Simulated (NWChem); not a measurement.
System meant: MoHO₃Br; SMILES [O]=[Mo](=[O])([OH])[Br]

Here is an NWChem input.

```
start job
memory heap 200 mb stack 900 mb global 1100 mb
geometry units angstroms noautoz
  Mo    -0.001134    -0.552373     0.000000
  O      0.811338    -1.140094     1.330802
  O      0.811338    -1.140094    -1.330802
  Br     0.088787     1.863063     0.000000
  O     -1.749239    -1.147836     0.000000
  H     -2.200530    -1.998890     0.000000
end
basis spherical
  * library def2-svp
end
ecp
  Mo library def2-ecp
end
dft
  odft
  mult 2
  xc pbe0
  iterations 150
  mulliken
end
task dft energy
```

End of the output:

```
                                 NWChem DFT Module
                                 -----------------

 Summary of "ao basis" -> "ao basis" (spherical)
 ------------------------------------------------------------------------------
       Tag                 Description            Shells   Functions and Types
 ---------------- ------------------------------  ------  ---------------------
 Mo                         def2-svp                11       31   5s3p2d1f
 O                          def2-svp                 6       14   3s2p1d
 Br                         def2-svp                12       32   5s4p3d
 H                          def2-svp                 3        5   2s1p

 Summary of "ao basis" -> "ao basis" (spherical)
 ------------------------------------------------------------------------------
       Tag                 Description            Shells   Functions and Types
 ---------------- ------------------------------  ------  ---------------------
 Mo                         def2-svp                11       31   5s3p2d1f
 O                          def2-svp                 6       14   3s2p1d
 Br                         def2-svp                12       32   5s4p3d
 H                          def2-svp                 3        5   2s1p

      Symmetry analysis of basis
      --------------------------

        a'         71
        a"         39

  number of electrons :                   74
  multiplicity        :                    2
 ------------------------------------------------------------------------
  no. of electrons and multiplicity not compatible                  74
 ------------------------------------------------------------------------
 ------------------------------------------------------------------------
  current input line :
    24: task dft energy
 ------------------------------------------------------------------------
 ------------------------------------------------------------------------
 There is an error in the input file
 ------------------------------------------------------------------------
 For more information see the NWChem manual at https://nwchemgit.github.io

0: no. of electrons and multiplicity not compatible:Received an Error in Communication
```

Question: Find the fault in this run and fix the input.

Answer: The input was rejected before any calculation. Cause: the multiplicity doesn't fit the number of electrons (an even count wants an odd multiplicity, and the reverse). This input runs:
```
start job
memory heap 200 mb stack 900 mb global 1100 mb
geometry units angstroms noautoz
  Mo    -0.001134    -0.552373     0.000000
  O      0.811338    -1.140094     1.330802
  O      0.811338    -1.140094    -1.330802
  Br     0.088787     1.863063     0.000000
  O     -1.749239    -1.147836     0.000000
  H     -2.200530    -1.998890     0.000000
end
basis spherical
  * library def2-svp
end
ecp
  Mo library def2-ecp
end
dft
  xc pbe0
  iterations 150
  mulliken
end
task dft energy
```
It converges to -2867.76289 Ha (PBE0/def2-SVP with def2 effective core potentials on Mo).
